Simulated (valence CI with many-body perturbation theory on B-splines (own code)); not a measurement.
Values are calculated unless marked as measured or tabulated.
From CI to CI+MBPT in Tl I

Method: relativistic CI+MBPT: three valence electrons over a frozen Dirac-Fock core [Xe] 4f14 5d10, radial functions for each j: 11 s, 11 p, 9 d, 7 f, 5 g, 2 h, 1 i, with the one-electron correlation potential Σ1 (screened to all orders), the two-electron term Σ2, the three-electron term Σ3, Breit, model QED; selected single and double excitations, second order for the rest (own B-spline code, finite nucleus).

Set against measurement, 11 paired levels are off by 132 cm⁻¹ on average, the worst by 211. These come from a selection out of the NIST Handbook of Basic Atomic Spectroscopic Data. Levels without a partner in it may be off by more.

Each rung adds one term. CI alone is the Dirac-Coulomb CI over the frozen core; QED comes last and gives the full result, which names the levels. Energies are above 6s²6p ²P°_1/2 on the same rung, in eV.

| Level | CI alone | Σ1 | Σ2 | Σ3 | Breit | QED | Full |
| --- | --- | --- | --- | --- | --- | --- | --- |
| 6s²6p ²P°_3/2 | 0.7968 | +0.2090 | -0.0089 | +0.0012 | -0.0115 | +0.0014 | 0.9880 |
| 6s²7s ²S_1/2 | 2.910 | +0.6158 | -0.2263 | +0.0001 | -0.0132 | +0.0072 | 3.293 |
| 6s²7p ²P°_1/2 | 3.827 | +0.6338 | -0.2287 | +0.0002 | -0.0127 | +0.0051 | 4.225 |
| 6s²7p ²P°_3/2 | 3.940 | +0.6424 | -0.2254 | +0.0002 | -0.0139 | +0.0052 | 4.349 |
| 6s²6d ²D_3/2 | 4.002 | +0.6842 | -0.2087 | +0.0007 | -0.0147 | +0.0048 | 4.469 |
| 6s²6d ²D_5/2 | 4.010 | +0.6856 | -0.2087 | +0.0007 | -0.0148 | +0.0048 | 4.478 |
| 6s²8s ²S_1/2 | 4.368 | +0.6772 | -0.2558 | +0.0002 | -0.0141 | +0.0062 | 4.782 |
| 6s²8p ²P°_1/2 | 4.685 | +0.6787 | -0.2523 | +0.0002 | -0.0138 | +0.0055 | 5.104 |
| 6s²8p ²P°_3/2 | 4.728 | +0.6811 | -0.2517 | +0.0002 | -0.0142 | +0.0055 | 5.149 |
| 6s²7d ²D_3/2 | 4.739 | +0.6946 | -0.2317 | +0.0001 | -0.0145 | +0.0052 | 5.192 |
| 6s²7d ²D_5/2 | 4.742 | +0.6952 | -0.2314 | +0.0001 | -0.0146 | +0.0052 | 5.196 |
| 5f6s² ²F°_7/2 | 4.783 | +0.7022 | -0.2483 | +0.0002 | -0.0145 | +0.0056 | 5.228 |
| 5f6s² ²F°_5/2 | 4.783 | +0.7022 | -0.2483 | +0.0002 | -0.0145 | +0.0056 | 5.228 |
| 6s²9s ²S_1/2 | 4.901 | +0.6921 | -0.2546 | +0.0002 | -0.0143 | +0.0059 | 5.330 |
| 6s²9p ²P°_1/2 | 5.049 | +0.6919 | -0.2527 | +0.0002 | -0.0141 | +0.0056 | 5.479 |
| 6s²9p ²P°_3/2 | 5.070 | +0.6928 | -0.2524 | +0.0002 | -0.0143 | +0.0056 | 5.501 |

The middle columns are the shifts that each term adds.

(1) How does the ionisation energy move along the ladder, and which term matters most?

## Answers

(1) CI alone 5.6439, + Σ1 6.3468, + Σ2 6.0967, + Σ3 6.0968, + Breit 6.0824, + QED 6.0880 eV. The largest step is Σ1, 0.7029 eV. NIST lists 6.10829 eV (measured), further off than its uncertainty and the later steps.
